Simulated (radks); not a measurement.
The numbers below are computed, except where a source is named.
Task: Ionisation ladder of erbium, from Er44+ to Er65+. Each ion is in the ground configuration listed by NIST, and IE = E(next ion) - E(this ion). Code: a radial shooting solver on a logarithmic mesh with Libxc functionals. Model: Dirac Kohn-Sham, PBE, spin-unpolarised, spherical densities, point nucleus; open shells are shared between the two j in proportion to 2j + 1.

| species | configuration | IE, Delta-SCF (eV) | -e(HOMO) (eV) | HOMO |
|---|---|---|---|---|
| Er44+ | [Ar] 3d6 | ? | 3565.5 | 3d5/2 |
| Er45+ | [Ar] 3d5 | 3766.3 | 3685.5 | 3d5/2 |
| Er46+ | [Ar] 3d4 | ? | 3806.8 | 3d5/2 |
| Er47+ | [Ar] 3d3 | 4012.6 | 3929.5 | 3d5/2 |
| Er48+ | [Ar] 3d2 | 4137.7 | 4053.6 | 3d5/2 |
| Er49+ | [Ar] 3d1 | 4264.2 | 4178.9 | 3d5/2 |
| Er50+ | [Ar] | 4726.6 | 4591.6 | 3p3/2 |
| Er51+ | [Ne] 3s2 3p5 | 4840.1 | 4703.8 | 3p3/2 |
| Er52+ | [Ne] 3s2 3p4 | 4954.1 | 4816.6 | 3p3/2 |
| Er53+ | [Ne] 3s2 3p3 | 5068.4 | 4929.7 | 3p3/2 |
| Er54+ | [Ne] 3s2 3p2 | 5182.9 | 5043.1 | 3p3/2 |
| Er55+ | [Ne] 3s2 3p1 | 5297.4 | 5156.6 | 3p3/2 |
| Er56+ | [Ne] 3s2 | 5717.7 | 5662.8 | 3s1/2 |
| Er57+ | [Ne] 3s1 | 5827.8 | 5772.6 | 3s1/2 |
| Er58+ | [Ne] | 13265.3 | 12791.1 | 2p3/2 |
| Er59+ | [He] 2s2 2p5 | 13579.5 | 13099.5 | 2p3/2 |
| Er60+ | [He] 2s2 2p4 | 13895.7 | 13409.8 | 2p3/2 |
| Er61+ | [He] 2s2 2p3 | 14213.2 | 13721.8 | 2p3/2 |
| Er62+ | [He] 2s2 2p2 | ? | 14035.0 | 2p3/2 |
| Er63+ | [He] 2s2 2p1 | 14850.2 | 14348.6 | 2p3/2 |
| Er64+ | [He] 2s2 | ? | 15893.4 | 2s1/2 |
| Er65+ | [He] 2s1 | 16293.4 | 16163.3 | 2s1/2 |

Estimate the withheld Delta-SCF values.

Result: Er44+: 3645.2 eV (NIST 3624); Er46+: 3888.7 eV (NIST 3916); Er62+: 14531.7 eV (NIST 15146); Er64+: 16029.0 eV (NIST 15971).

Beside tabulated values, note that spin-unpolarised runs miss the spin-polarisation part of the exchange energy of open shells.
